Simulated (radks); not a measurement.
Dispersion coefficients C6 (hartree bohr^6) between ground-configuration atoms and ions, from the Casimir-Polder integral (3/pi) of alpha_A(iw) alpha_B(iw). Method: scalar-relativistic Kohn-Sham, LB94 model potential, spin-polarised, spherical densities, finite nucleus; open shells are filled with parallel spins first (spin-orbit coupling, left out, can overturn this in heavy ions); Fermi nuclear charge, rms radius of each element as measured or else 0.836 A^(1/3) + 0.57 fm; computed with a radial shooting solver on a logarithmic mesh with Libxc functionals. Response by self-consistent Sternheimer equations with the Hartree and adiabatic LDA kernel, the relativistic mass of each level held fixed and spin-orbit coupling left out. For heavy and open-shell atoms this level of theory can miss by tens of per cent.

C6,Pd+,I+,Gd+,Sb,Xe+,Ta,Se
Pd+,64.88,,,,,,
I+,102.5,166.7,,,,,
Gd+,151.9,256.5,452.5,,,,
Sb,161.1,270.9,454.3,467.3,,,
Xe+,98.57,159.2,241.3,255.8,152.4,,
Ta,194.5,330.3,576.9,583.9,310.5,738.5,
Se,109.2,181.5,291.1,304.2,172.2,375.2,201.0

Static polarisabilities (bohr^3): Pd+ ([Kr] 4d9) 10.63, I+ ([Kr] 4d10 5s2 5p4) 19.58, Gd+ ([Xe] 4f7 5d1 6s1) 53.01, Sb ([Kr] 4d10 5s2 5p3) 43.88, Xe+ ([Kr] 4d10 5s2 5p5) 17.70, Ta ([Xe] 4f14 5d3 6s2) 63.15, Se ([Ar] 3d10 4s2 4p4) 24.82. The combination rule 2 Ca Cb / ((alpha_b/alpha_a) Ca + (alpha_a/alpha_b) Cb) gives 181.2 for I+-Se, against 181.5 from the integral.
